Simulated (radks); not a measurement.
Neutral tin inside a hard spherical wall (all orbitals vanish at R), configuration held at [Kr] 4d10 5s2 5p2 and not refilled when levels cross. Method: scalar-relativistic Kohn-Sham, PBE, spin-polarised, spherical densities, finite nucleus; open shells are filled with parallel spins first (spin-orbit coupling, left out, can overturn this in heavy ions); Fermi nuclear charge, rms radius 4.6519 fm; computed with a radial shooting solver on a logarithmic mesh with Libxc functionals. Eigenvalues in eV for spin up, with the zero of energy where the potential of the charges vanishes at infinity; a dash marks a level that is unbound or too diffuse for the functional's potential to be trusted. A positive occupied level is held by the wall or, in an anion where self-interaction has pushed it up, behind a barrier. The pressure on the wall is -dE/dV.

| R (bohr) | E (hartree) | kinetic (hartree) | e(4p) | e(4d) | e(5s) | e(5p) | e(6s, empty) | e(5d, empty) | pressure (GPa) |
|---|---|---|---|---|---|---|---|---|---|
| free | -6177.06463 | 6448.974 | -89.565 | -25.755 | -10.970 | -4.157 | - | - | 0 |
| 15 | -6177.06463 | 6448.974 | -89.565 | -25.754 | -10.970 | -4.157 | -0.500 | 0.748 | < 0.0001 |
| 5 | -6176.91437 | 6449.732 | -86.400 | -22.681 | -8.519 | -0.868 | 15.551 | 10.011 | 17.0 |
| 4 | -6176.52998 | 6451.316 | -82.595 | -19.065 | -4.703 | 4.430 | 34.772 | 19.624 | 105 |
| 3 | -6174.75931 | 6457.954 | -72.894 | -9.880 | 8.912 | 22.170 | 89.904 | 46.940 | 972 |
| 2.5 | -6171.55579 | 6469.524 | -61.470 | 1.423 | 29.914 | 47.877 | 159.18 | 81.414 | 3880 |
| 1.5 | -6122.36349 | 6627.709 | 29.726 | 103.18 | 271.94 | 311.69 | 725.93 | 369.00 | 161000 |
